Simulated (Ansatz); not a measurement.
Consider the formal exchange of groups at the Si–Ge bond: `F[SiH](Cl)[GeH2][Cl]` + BH₃ → `B[SiH](F)Cl` + `[Cl][GeH3]`.

Computed with Ansatz on PBE0-D4/def2-TZVP structures; ΔE is electronic, products minus reactants. CBS: MP2 limit from def2 TZ/QZ plus the TZ coupled-cluster correction, frozen cores. This one scheme is used for every species. For Ge outer-core shells are correlated without core-valence functions, which leaves a few kJ/mol of doubt a bond. Scalar relativity is left out up to krypton. One conformer a species, not always the lowest.

`F[SiH](Cl)[GeH2][Cl]`:

Cartesian coordinates in Å:
```
F -0.214 1.403 -1.767
Si 0.685 0.783 -0.609
Cl 2.104 -0.413 -1.448
Ge -0.697 -0.544 0.816
Cl -1.405 -2.187 -0.389
H 1.369 1.902 0.080
H -1.935 0.205 1.331
H 0.093 -1.148 1.987
```

BH₃:

Z-matrix (Å, degrees):
```
B
H 1 1.193
H 1 1.193 2 120.0
H 1 1.193 2 120.0 3 180.0
```

`B[SiH](F)Cl`:

Cartesian coordinates in Å:
```
B -1.113 0.240 0.450
Si 0.702 0.044 -0.362
F 1.848 0.821 0.431
Cl 1.005 -1.979 -0.130
H -2.086 0.033 -0.210
H -1.245 0.469 1.614
H 0.889 0.372 -1.793
```

`[Cl][GeH3]`:

```xyz
5

Cl   -0.934    1.269    1.222
Ge    0.075   -0.102   -0.098
H     0.734    0.735   -1.200
H    -0.988   -1.048   -0.664
H     1.114   -0.853    0.740
```

```csv
species,CCSD(T)/CBS(def2) energy (Eh)
`F[SiH](Cl)[GeH2][Cl]`,-3386.49998
BH₃,-26.55200
`B[SiH](F)Cl`,-875.32432
`[Cl][GeH3]`,-2537.71925
```

(1) Work out ΔE.

Largest T1 diagnostic among the species: 0.011.

## Answers

(1) ΔE = (-875.32432) + (-2537.71925) − (-3386.49998) − (-26.55200) = 0.00841 Eh = +0.23 eV.

The D4 term adds +0.08 eV with B3LYP and +0.05 eV with PBE0; it sums over pairs of atoms, weighted by their polarisabilities, and B3LYP, whose exchange is more repulsive, gets the larger term. In def2-TZVPP, CCSD(T) changes the Hartree–Fock value by +0.06 eV (the triples alone add +0.01 eV) and MP2 by +0.10 eV.

B3LYP here is the variant with VWN-RPA as its local correlation; programs differ in this.
